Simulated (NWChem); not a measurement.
Molecule: AlCl, singlet; SMILES [Al][Cl]

```xyz
2

Al     0.0000     0.0000    -1.2092
Cl     0.0000     0.0000     0.9377
```
Atoms are numbered in this order, from 1.

Low-valent species are run as closed-shell singlets; no triplet was tried in these runs. The geometry was optimised at PBE0/def2-SVP.

List the 4 lowest vertical singlet excitations from B3LYP/6-31G* (spherical d), TDA (NWChem).


```tsv
state	energy (eV)	oscillator strength	leading excitation (squared amplitude)
S1	4.91	0.269	HOMO → LUMO (0.95)
S2	4.91	0.269	HOMO → LUMO+1 (0.95)
S3	5.88	0.000	HOMO−2 → LUMO (0.50)
S4	5.95	0.000	HOMO−2 → LUMO (0.50)
```
